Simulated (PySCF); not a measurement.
MgCl, SMILES [Mg+][Cl], charge +1.

The structure is a stationary point at PBE-D3(BJ)/def2-TZVPD. The multiplicity is an assumed one; other spin states were not compared.

Computed with PBE-D3(BJ)/def2-TZVPD (PySCF 2.14.0).

Frequencies are harmonic and unscaled.

Computed normal modes with their intensities:
```csv
mode,ν (cm⁻¹),IR (km/mol),moving atoms (share of kinetic energy)
1,532,48.3,"Mg 59 %, Cl 41 %"
```
